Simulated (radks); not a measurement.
Results of a calculation; reference values are marked as such.
Fractional charge and spin in the 4s shell of cobalt: the spin-up occupation runs from 0 to 1 and the spin-down occupation from 0 to 1; the fullest corner is Co, [Ar] 3d(up 3.5, down 3.5) 4s(up 1, down 1). Level of theory: non-relativistic Kohn-Sham, BLYP, spin-polarised, spherical densities, point nucleus (a radial shooting solver on a logarithmic mesh with Libxc functionals). Energy (eV) above the fullest corner. The planes named below are the two flat planes that join the four corners, with an edge along up + down = one added electron.

down \ up       0    0.25     0.5    0.75      1
0          25.624  20.644  16.165  12.181  8.685
0.25       20.644  16.224  12.292   8.839  5.859
0.5        16.165  12.292   8.893   5.958  3.479
0.75       12.181   8.839   5.958   3.526  1.531
1           8.685   5.859   3.479   1.531  0.000

Corners above the fullest one (they belong to Co+ and the next ion): (up 1, down 0) 8.685 eV, (up 0, down 1) 8.685 eV, (up 0, down 0) 25.624 eV. With half an added electron in each spin the energy lies 0.208 eV from the planes, and with half an added electron in spin up alone -0.989 eV. The planes are only a guide here: the flat-plane condition holds for ground states with one frontier orbital, while other shells are open and held unpolarised.
